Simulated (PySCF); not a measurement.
C6H4F2O2.
Z-matrix (Å and degrees, GFN2-xTB geometry), rows numbered from 1:
```
O 
C   1  1.2000
C   2  1.4524  1  126.22
C   3  1.3520  2  121.07  1  -179.46
C   4  1.5086  3  122.38  2   179.68
F   5  1.3568  4  110.41  3   123.83
F   5  1.3479  4  112.23  3     4.94
C   4  1.4285  3  119.93  2    -0.51
C   8  1.3486  4  117.48  3    -0.03
O   9  1.3269  8  123.81  4     0.65
H   3  1.0783  2  116.42  1     0.71
H   5  1.1041  4  111.98  3  -116.66
H   8  1.0753  4  120.82  3  -178.89
H   9  1.0815  8  123.72  4  -179.61
```

The closed-shell SCF was solved with PySCF and density fitting under several settings on one GFN2-xTB geometry (grid level 2 and gas phase unless stated).

| settings | basis functions | SCF cycles | E (Eh) | HOMO (eV) | LUMO (eV) | dipole (D) |
| --- | --- | --- | --- | --- | --- | --- |
| PBE0/pcSseg-1 | 190 | 16 | -580.4925 | -7.43 | -2.25 | 4.39 |
| PBE0/def2-SVPD | 244 | 16 | -580.1519 | -7.48 | -2.32 | 4.44 |
| KT3/STO-3G, IEF-PCM chloroform, start guess vsap | 54 | 14 | -581.5492 | -3.52 | 0.02 | 3.13 |
| WP04/6-31++G**, IEF-PCM dimethylsulfoxide, start guess atom | 204 | 12 | -592.8931 | -8.39 | -4.14 | 6.36 |

**Question.** Estimate the rows for these settings: (1) PBE0/def2-SVPD, IEF-PCM water, start guess sap; (2) PBE0/6-31++G**; (3) revPBE/def2-SVP.

**Answer.** 
```json
{"settings": "PBE0/def2-SVPD, IEF-PCM water, start guess sap", "basis functions": "244", "SCF cycles": "16", "E (Eh)": "-580.1670", "HOMO (eV)": "-7.27", "LUMO (eV)": "-2.06", "dipole (D)": "6.21"}
{"settings": "PBE0/6-31++G**", "basis functions": "204", "SCF cycles": "16", "E (Eh)": "-580.5700", "HOMO (eV)": "-7.41", "LUMO (eV)": "-2.26", "dipole (D)": "4.50"}
{"settings": "revPBE/def2-SVP", "basis functions": "160", "SCF cycles": "19", "E (Eh)": "-580.5575", "HOMO (eV)": "-6.12", "LUMO (eV)": "-2.80", "dipole (D)": "3.93"}
```

**Question.** Over all rows, what range does the HOMO–LUMO gap span?

**Answer.** From 3.32 eV (revPBE/def2-SVP) to 5.21 eV (PBE0/def2-SVPD, IEF-PCM water, start guess sap). The functional of the narrowest has no exact exchange, that of the widest 25 % exact exchange.

**Question.** And the dipole moment?

**Answer.** From 3.13 D (KT3/STO-3G, IEF-PCM chloroform, start guess vsap) to 6.36 D (WP04/6-31++G**, IEF-PCM dimethylsulfoxide, start guess atom); the largest is 2.03 times the smallest, and the median is 4.44 D.

**Question.** Compare two rows with the functional PBE0: PBE0/6-31++G** and PBE0/def2-SVPD. Which energy is lower, and by how much?

**Answer.** PBE0/6-31++G** (204 functions) lies 0.4181 Eh or 262 kcal/mol below PBE0/def2-SVPD (244 functions). The smaller set gives the lower energy; the two sets aren't nested, so the variational bound doesn't order them by size.

Cycle counts include a coarse-grid stage where the run had one. All basis functions are spherical, in the Pople sets too. KT3 and WP04 were designed for NMR shieldings or shifts; total energies of different functionals aren't comparable. The structure is a single GFN2-xTB conformer; no vibrational corrections.
